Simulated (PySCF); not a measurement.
## C⁺: ionisation energy

C⁺ [He] 2s2 2p1 (2P) → C²⁺ [He] 2s2 (1S), as a difference of total energies. Calculation: PySCF 2.14, in dyall-av2z (11s7p2d, 42 functions); no relativity, point nucleus. Correlated levels: valence: 1s2 frozen; virtual orbitals above 40 to 60 times the deepest correlated orbital energy dropped. The calculations carry no spin-orbit coupling.

| method | ionisation energy (eV) |
| --- | --- |
| UHF | 24.155 |
| LDA | 24.769 |
| PBE | 24.849 |
| PBE0 | 24.830 |
| r2SCAN | 24.985 |
| B97-3 | 24.803 |
| M06 | 24.628 |
| B3LYP | 25.029 |
| PBEsol | 24.663 |
| MP2 (valence) | 24.263 |
| SCS-MP2 (valence) | 24.210 |

A first-order spin-orbit estimate (lowest level to lowest level, LS coupling) adds 0.005 eV.

Errors of the correlated levels include the incompleteness of this basis and the frozen core.

**Question.** Which method comes closest to the reference value, and which is furthest?

**Answer.** The reference is 24.383 eV (measured; NIST Atomic Spectra Database, ionization energies). Closest: MP2 (valence) (error -0.115 eV); furthest: B3LYP (error 0.652 eV), both after the spin-orbit estimate.
